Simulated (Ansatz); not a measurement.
Basis sets compared for Hg6Te3Br6. Total charge 0; singlet. Geometry PBE-D4/def2-SVP. Ansatz on 2 threads of AMD EPYC 7R13 on a shared host and a share (18 GiB) of an NVIDIA H100 80GB HBM3; times are rough, and most runs start from earlier orbitals.

```xyz
15

Hg   -2.718   -1.315    1.944
Hg    3.755    1.581   -0.320
Hg   -0.827   -2.637   -1.371
Hg    0.097    1.282   -2.040
Hg    0.980   -0.300    1.774
Hg   -1.881    2.242    1.178
Te   -2.015   -0.223   -1.374
Te    1.739    2.217    1.347
Te   -1.883    0.770    3.426
Br   -3.681   -3.181    0.582
Br    5.799    0.916   -1.540
Br    0.199   -4.862   -1.682
Br   -1.968    3.721   -0.845
Br    2.077    2.521   -2.950
Br    0.325   -2.733    1.872
```

In the def2 sets Hg, Te take a core potential; there is no spin–orbit coupling. Single mean-field runs in def2-SVP, def2-TZVP are fitted with def2-universal-jkfit. Another isomer (singlet) lies 0.26 eV lower at PBE0-D4/def2-TZVP; other spin states weren't run for this one.

Binding counts from free atoms (Hg singlet, Te triplet, Br doublet) in the same basis, without a counterpoise term.

```
                        level  functions  energy (Eh)  HOMO (eV)  LUMO (eV)  binding per atom (eV)  wall time
PBE-D4/def2-SVP (with forces)        462  -17166.4288      -6.21      -3.96                   1.42       11 s
             PBE0-D4/def2-SVP        462  -17166.7807      -7.29      -3.32                   1.39      6.5 s
```

Problem. Estimate the rows for PBE-D4/def2-TZVP, PBE0-D4/def2-TZVP.

Solution. 
```json
{"level": "PBE-D4/def2-TZVP", "functions": "696", "energy (Eh)": "-17168.4077", "HOMO (eV)": "-6.27", "LUMO (eV)": "-3.96", "binding per atom (eV)": "1.50", "wall time": "8 s"}
{"level": "PBE0-D4/def2-TZVP", "functions": "696", "energy (Eh)": "-17168.7574", "HOMO (eV)": "-7.28", "LUMO (eV)": "-3.25", "binding per atom (eV)": "1.47", "wall time": "8.5 s"}
```
